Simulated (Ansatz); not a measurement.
Input file for C$_{2}$H$_{3}$ClFIn, SMILES `C=[CH][In]([F])[Cl]`:

```yaml
crystal:
  periodic: [false, false, false]
  atoms:
    - {symbol: C, position_ang: [-0.964307, -0.232409, 1.181011]}
    - {symbol: C, position_ang: [0.226615, 0.193907, 0.775272]}
    - {symbol: In, position_ang: [0.732422, 0.127950, -1.265088]}
    - {symbol: F, position_ang: [-0.615375, -0.577522, -2.483781]}
    - {symbol: Cl, position_ang: [2.630177, 0.739656, -2.427656]}
    - {symbol: H, position_ang: [-1.244680, -0.206202, 2.231996]}
    - {symbol: H, position_ang: [-1.711748, -0.624200, 0.497922]}
    - {symbol: H, position_ang: [0.946895, 0.578820, 1.490334]}
basis:
  gaussian: {orbitals: def2-SVP}
correlation: {method: ccsd_t}
```

```sh
$ ansatz run in.yaml --threads 4 --pin off --events-out ev --progress --plain
```

Output of Ansatz, abridged:

```
Functional definition: HF
1070 factors; integrals over basis functions are off by at most 1.2e-3 eV
mean field evaluation 1: about -22456.6721 eV, gradient 3.8e1 eV
mean field evaluation 2: about -22456.7858 eV, gradient 3.8e1 eV
mean field evaluation 4: about -22460.1136 eV, gradient 3.1e0 eV
mean field evaluation 8: about -22460.1622 eV, gradient 1.9e-1 eV
mean field -22460.16255610 eV, -825.3957498916 hartree, gradient 2.1e-6 eV, S^2 0.000000; 0 other end points of the search recorded, 0 dependent functions left out
12 core orbitals not correlated: weight in the atoms' cores, before any rotation towards them, 1.000 or more for the frozen orbitals, at most 0.000 for the correlated occupied ones
reference -22460.16255610 eV, -825.3957498916 hartree; 19, 19 occupied and 70, 70 virtual orbitals, 1070 factors
second order -18.05114493 eV of doubles, -0.00000000 eV of singles
cycle   1  -18.51460436 eV  change   -4.6e-1 eV  update   1.1e-1
cycle   2  -18.95632381 eV  change   -4.4e-1 eV  update   3.7e-2
cycle   3  -19.10058038 eV  change   -1.4e-1 eV  update   2.2e-2
cycle   4  -19.10705774 eV  change   -6.5e-3 eV  update   6.0e-3
cycle   5  -19.10330671 eV  change    3.8e-3 eV  update   2.6e-3
cycle   6  -19.10337015 eV  change   -6.3e-5 eV  update   8.1e-4
cycle   7  -19.10346938 eV  change   -9.9e-5 eV  update   3.1e-4
cycle   8  -19.10345416 eV  change    1.5e-5 eV  update   9.7e-5
cycle   9  -19.10346762 eV  change   -1.3e-5 eV  update   3.9e-5
perturbative correction -0.53822581 eV, -0.0197794337 hartree
Total energy: -22479.80424953 eV, -826.1175688115 hartree
```

Hardware: 4 threads of a server CPU on a shared host. Wall time 6 s, peak host memory 0.49 GiB.

The correlation energy is -19.642 eV, 2.7 % of it from (T); the T1 diagnostic reads 0.0129.
